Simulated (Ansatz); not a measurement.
CH6AlNOSi (`O=C[N]([AlH2])[SiH3]`), charge 0, multiplicity 1.

(1) Give a relaxed structure at PBE0-D4/def2-TZVP (Ansatz). (Estimate.)

## Answers

(1) Ansatz gave: 
```xyz
11

O     2.077   -1.051    0.144
C     1.530    0.022    0.021
N     0.167    0.169   -0.016
Al   -0.619    1.793   -0.198
Si   -0.656   -1.394    0.137
H     2.109    0.959   -0.070
H     0.365    3.022   -0.315
H    -2.192    1.854   -0.225
H    -0.362   -2.032    1.440
H    -0.320   -2.291   -0.992
H    -2.101   -1.050    0.075
```
Point group Cs.
This is one stationary point; other conformers may exist.
